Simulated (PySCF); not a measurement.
Input for PySCF: R-BP86/6-31G* on ClGeH2N (SMILES [NH2][Ge][Cl]), a point of a torsion scan.

```python
from pyscf import gto, scf, dft, mp
from pyscf.data.elements import chemcore

mol = gto.M(
    atom='''
    N    -0.83332385   -0.09539330    0.21888700
    Ge    0.76469694   -1.00968282    0.36426306
    Cl    1.08308298   -0.58670517    2.46287648
    H    -0.93463784    0.89119308    0.41251683
    H    -1.37437984   -0.28215009   -0.61730267
    ''',
    basis='6-31g*',
    cart=True,
    charge=0, spin=0, verbose=3, max_memory=1800)
mf = dft.RKS(mol, xc='b88,p86')
mf.conv_tol = 1e-8
mf.max_cycle = 100
mf.kernel()
if not mf.converged:
    mf = mf.newton().run(mf.mo_coeff, mf.mo_occ)
```

**Question.** Give the final energy of this run.

**Answer.** -2593.2248 hartree.
